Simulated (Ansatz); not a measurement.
Cl$_{3}$SW, charge +1, singlet, geometry from GFN2-xTB (such geometries of metal compounds can be far from the true shape) (the multiplicity is a formal guess) (core potentials on W). Base run: B3LYP/def2-SVP run with Ansatz (a first-principles code).

Ansatz was given this input:
Ansatz 0.2 input:
```yaml
crystal:
  periodic: [false, false, false]
  atoms:
    - {symbol: W, position_ang: [-0.00670039, 0.00326681, 0.00449936]}
    - {symbol: S, position_ang: [1.65251669, -0.80569397, -1.10967662]}
    - {symbol: Cl, position_ang: [0.74241801, 0.71626824, 1.86480396]}
    - {symbol: Cl, position_ang: [-0.84889867, 1.58893945, -1.13857849]}
    - {symbol: Cl, position_ang: [-1.41966276, -1.56112773, 0.29859061]}
basis:
  gaussian:
    orbitals: def2-SVP
hamiltonian:
  xc: b3lyp
total_charge: 1
```

Variants of this job, named by their change:

| change | basis functions | E (Eh) |
|---|---|---|
| base | 104 | -1845.29303 |
| basis = ANO-RCC-VDZP; relativity = spin-free X2C; nucleus = Gaussian | 140 | -17927.62970 |
| basis = x2c-SVPall; relativity = none | 138 | -15431.68633 |
| basis = ANO-RCC-VDZP; relativity = spin-free X2C | 140 | -17929.92429 |
| basis = x2c-SVPall; relativity = spin-free X2C; nucleus = Gaussian | 138 | -17926.65190 |
| basis = ANO-RCC-VDZP; relativity = none | 140 | -15268.81367 |
| basis = x2c-SVPall; relativity = spin-free X2C | 138 | -17928.54026 |
| basis = jorge-DZP-DKH; relativity = none | 156 | -16767.54631 |
| basis = jorge-DZP-DKH; relativity = spin-free X2C | 156 | -17915.50749 |
| basis = jorge-DZP-DKH; relativity = spin-free X2C; nucleus = Gaussian | 156 | -17913.84022 |

Absolute energies of different levels of theory aren't comparable as measures of quality.

Ansatz warned in this series: the basis is contracted for relativity, which the run leaves out.

Basis sets contracted for a relativistic Hamiltonian are a mismatch without it, so the rows without relativity aren't non-relativistic limits. No row has spin-orbit coupling; sets with core potentials leave out the core electrons.
